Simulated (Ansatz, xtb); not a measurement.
Pulling on the Se4–H5 bond in GaH3Se (SMILES [GaH2][SeH]) (multiplicity 1 held, fragments rigid). Energies count from the point at 1.471 Å.
Geometry at that point (charge 0, multiplicity 1):
| atom | x (Å) | y (Å) | z (Å) |
|---|---|---|---|
| Ga | 0.2749 | 0.0112 | -1.1530 |
| H | -0.8038 | -0.5760 | -2.1169 |
| H | 1.6617 | 0.6037 | -1.5559 |
| Se | -0.3040 | -0.0284 | 1.1136 |
| H | 0.9571 | 0.5901 | 1.5522 |

Unrestricted levels (U-) break spin symmetry where that is lower. Active spaces are followed from a long bond inwards. Levels need not reach the same state.

Cores are frozen in the correlated methods. Filled d and f shells under p-block atoms count as core.

Run with Ansatz (Gaussian orbitals); xtb for the GFN methods. Values without a source in brackets are computed. The GFN methods have no spin term and hold the electronic entropy of 300 K.

### Question
Give the energy at R = 4.709 Å at the level U-CCSD/cc-pVDZ.

### Answer
77.6 kcal/mol

### Question
Give the energy at R = 4.709 Å at the level GFN2-xTB.

### Answer
83.8 kcal/mol

### Question
Estimate the energy at R = 4.709 Å that FIC-MRCISD+Q on CASSCF(4,3)/cc-pVDZ returns for this input.

### Answer
78.2 kcal/mol

Doubts at one or more of the structures used: a spin-contaminated determinant (U-CCSD/cc-pVDZ); active orbitals that take no part (FIC-MRCISD+Q on CASSCF(4,3)/cc-pVDZ).

Ansatz is a first-principles code.
